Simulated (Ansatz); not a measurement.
One change: `[CH3][In]([NH2])[SH]` becomes `[CH3][In]([NH2])[Br]`.

Ansatz, PBE0-D4/def2-TZVP geometries, multiplicity 1. Each molecule was computed in one conformer, which needn't be the lowest.

Elements past krypton have def2 core potentials. Scalar relativity is left out up to krypton. Spin–orbit coupling is left out; it splits and shifts lone-pair levels of the heavy atoms by tenths of an eV.

```
                                          property  `[CH3][In]([NH2])[SH]`
    size of the dipole moment (PBE/def2-TZVPP) / D                    2.24
                LUMO energy (PBE0/def2-TZVPP) / eV                   -0.66
                 LUMO energy (PBE/def2-TZVPP) / eV                   -1.46
size of the dipole moment (ωB97M-V/def2-TZVPP) / D                    2.27
                 HOMO energy (PBE/def2-TZVPP) / eV                   -5.60
               LUMO energy (B3LYP/def2-TZVPP) / eV                   -0.96
```

**Question.** Give the same properties after the change, and the shifts. (An estimate is asked.)

**Answer.** Computed: 
| property | `[CH3][In]([NH2])[Br]` | shift |
| --- | --- | --- |
| size of the dipole moment (PBE/def2-TZVPP) / D | 3.45 | 1.21 |
| LUMO energy (PBE0/def2-TZVPP) / eV | -0.98 | -0.32 |
| LUMO energy (PBE/def2-TZVPP) / eV | -1.79 | -0.33 |
| size of the dipole moment (ωB97M-V/def2-TZVPP) / D | 3.54 | 1.27 |
| HOMO energy (PBE/def2-TZVPP) / eV | -5.96 | -0.36 |
| LUMO energy (B3LYP/def2-TZVPP) / eV | -1.29 | -0.33 |

With PBE0 the HOMO falls by 0.40 eV and the LUMO falls by 0.32 eV, so the gap widens by about 0.08 eV. PBE moves the HOMO by -0.36 eV and ωB97M-V by -0.46 eV. Dipoles are sizes alone; their direction can turn.

Positive LUMOs are unbound, so they and the gaps depend on the basis.

B3LYP here is the variant with VWN-RPA as its local correlation; programs differ in this.
